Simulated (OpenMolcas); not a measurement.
**Ti2+: ligand-field states by method**

Ti2+ with 6 ligands (water, chloride on the axis) in tetragonal octahedral coordination (D2h) at 2.22 Å, the axial distance 2.620 Å. Ligand basis ANO-RCC-VDZP.

| Property | Result |
| --- | --- |
| Program | OpenMolcas 26.06 |
| Basis | ANO-RCC-VDZP [5s4p2d1f] |
| Scalar Hamiltonian | DKH2, point nucleus |
| Active space | 2 electrons in 5 orbitals (3d) |
| State averaging | 2S+1 = 3 even, 10 roots; 2S+1 = 1 even, 15 roots |
| Spin-orbit coupling | state interaction with AMFI integrals over the reference wave functions |

I. CASSCF
II. SS-CASPT2, IPEA 0.25 Eh, imaginary shift 0.1 Eh (closed shells correlated: 3s 3p and the ligand valence shells)

Spin-free states in cm-1, each column counted from its own energy of the first state listed:

```csv
State,Degeneracy,I,II
2S+1 = 3,1,0,0
2S+1 = 3,1,1248,1580
2S+1 = 3,1,1795,2100
2S+1 = 3,1,8375,9270
2S+1 = 3,1,9274,10010
2S+1 = 3,1,10567,11640
2S+1 = 1,1,11485,8950
2S+1 = 1,1,11651,9310
2S+1 = 1,1,12902,10580
2S+1 = 1,1,13354,10930
2S+1 = 1,1,13958,11490
2S+1 = 3,1,19131,20520
2S+1 = 3,1,20387,18120
2S+1 = 3,1,20477,18450
2S+1 = 3,1,22061,20420
2S+1 = 1,1,22241,20070
2S+1 = 1,1,23107,20800
2S+1 = 1,1,23815,19910
2S+1 = 1,1,24367,22550
2S+1 = 1,1,24953,22800
```

From I to II, I's first state of the same spin (2S+1 = 3) moves from 1248 to 1580 cm-1, by about +330 cm-1.

From I to II, I's first state of another spin (2S+1 = 1) moves from 11485 to 8950 cm-1, by about -2500 cm-1.

χT at 300 K: I 1.03, II 1.03 cm3 K/mol.

Over all roots computed the reference weight is 0.69 to 0.70 in II; a low but even weight reflects the number of correlated electrons. Ligand-to-metal charge-transfer states are missing. With no ligand orbital active B as a rule stays too high, so bands that hang on it stand too high and its fall with covalency is understated. Without dynamic correlation the repulsion within the d shell is too large (B by tens of per cent), so at a given field states of lower spin stand too high (holds for I). With metal d orbitals alone and no dynamic correlation the field as a rule comes out too small, by tens of per cent, by up to half for chloride and softer ligands (holds for I). With one d shell and no ligand orbital active, 10Dq can be off by tens of per cent for divalent 3d ions, low with halides held by bare charges and at times high in hosts (holds for II). Free-ion shares, where given, are those of the reference states; single-state CASPT2 does not remix them (holds for II). No measured value stands beside these numbers; the geometry was imposed, not optimised, and the real ion may take another.
